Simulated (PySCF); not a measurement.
`O=S(=O)(F)C(F)(F)C(F)(F)F`, C$_{2}$F$_{6}$O$_{2}$S

Geometry:
```csv
atom,x (Å),y (Å),z (Å)
O1,1.467,-1.175,1.333
S2,1.385,-0.298,0.239
O3,1.680,-0.670,-1.084
F4,2.273,0.999,0.591
C5,-0.251,0.616,0.261
F6,-0.101,1.790,-0.353
F7,-0.595,0.833,1.531
C8,-1.250,-0.294,-0.468
F9,-1.180,-0.111,-1.777
F10,-2.509,-0.124,-0.090
F11,-0.914,-1.564,-0.209
```

Computed, not measured: GIAO PBE/pcSseg-1 magnetisability, rotational g tensor and spin-rotation constants, non-relativistic, gas phase (PySCF 2.14.0). Geometry: GFN2-xTB.

(1) What are the magnetisability and the molar susceptibility?

(2) Split it along the inertial axes a, b, c into diamagnetic and paramagnetic parts about the centre of mass, with the quadrupole moment.

(3) And the rotational g tensor?

## Answers

(1) Isotropic -1248 × 10⁻³⁰ J/T², or -75.1 × 10⁻⁶ cm³/mol; principal values -1266, -1247, -1230 × 10⁻³⁰ J/T², anisotropy 31 × 10⁻³⁰ J/T² (root of half the summed squared differences of the principal values). The susceptibility is in cgs units.

(2) 
| axis | χ (10⁻⁶ cm³/mol) | diamagnetic (10⁻⁶ cm³/mol) | paramagnetic (10⁻⁶ cm³/mol) | summed x² of all electrons (Å²) | quadrupole Θ (D Å) |
| --- | --- | --- | --- | --- | --- |
| a | -74.6 | -779.3 | 704.8 | 229.1 | +1.69 |
| b | -75.2 | -1314.5 | 1239.3 | 102.9 | +0.34 |
| c | -75.7 | -1408.4 | 1332.7 | 80.8 | -2.03 |

Anisotropies 2χaa − χbb − χcc = +1.7 and 2χbb − χaa − χcc = -0.2 × 10⁻⁶ cm³/mol. Θ is traceless in Buckingham's convention.

(3) 
```
axis  rotational constant (GHz)        g  nuclear part  electronic part
   a                     1.5622  -0.0323        0.4849          -0.5172
   b                     0.8641  -0.0173        0.4858          -0.5031
   c                     0.7994  -0.0153        0.4852          -0.5005
```
Asymmetric top; isotopes 12C, 19F, 16O, 32S; no vibrational averaging.
